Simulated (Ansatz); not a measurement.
The same molecule with X = Ti, Zr, Hf. Ansatz, PBE0-D4/def2-TZVP geometries, multiplicity 1. Each molecule was computed in one conformer, which needn't be the lowest.

Elements past krypton have def2 core potentials. Scalar relativity is left out up to krypton.

| X | molecule | mean X–C bond length / Å | mean X–O bond length / Å | HOMO energy (B3LYP/def2-TZVPP) / eV | HOMO–LUMO gap (B3LYP/def2-TZVPP) / eV | LUMO energy (ωB97M-V/def2-TZVPP) / eV |
| --- | --- | --- | --- | --- | --- | --- |
| Ti | `[CH3][Ti]([OH])([OH])[OH]` | 2.071 | 1.789 | -7.28 | 5.97 | 0.92 |
| Zr | `[CH3][Zr]([OH])([OH])[OH]` | 2.233 | 1.925 | -6.85 | 6.45 | 0.71 |

(1) Give the row for X = Hf, `[CH3][Hf]([OH])([OH])[OH]`. (An estimate is asked.)

Answers

(1) Ansatz gave: 
| X | molecule | mean X–C bond length / Å | mean X–O bond length / Å | HOMO energy (B3LYP/def2-TZVPP) / eV | HOMO–LUMO gap (B3LYP/def2-TZVPP) / eV | LUMO energy (ωB97M-V/def2-TZVPP) / eV |
| --- | --- | --- | --- | --- | --- | --- |
| Hf | `[CH3][Hf]([OH])([OH])[OH]` | 2.232 | 1.928 | -6.97 | 6.68 | 1.09 |

From Ti to Hf the mean X–C bond length isn't monotonic: highest at Zr, lowest at Ti; the mean X–O bond length rises at each step, by 0.139 Å in all; the HOMO energy (B3LYP/def2-TZVPP) isn't monotonic: highest at Zr, lowest at Ti; the HOMO–LUMO gap (B3LYP/def2-TZVPP) rises at each step, by 0.71 eV in all; the LUMO energy (ωB97M-V/def2-TZVPP) isn't monotonic: highest at Hf, lowest at Zr.

B3LYP here is the variant with VWN-RPA as its local correlation; programs differ in this.
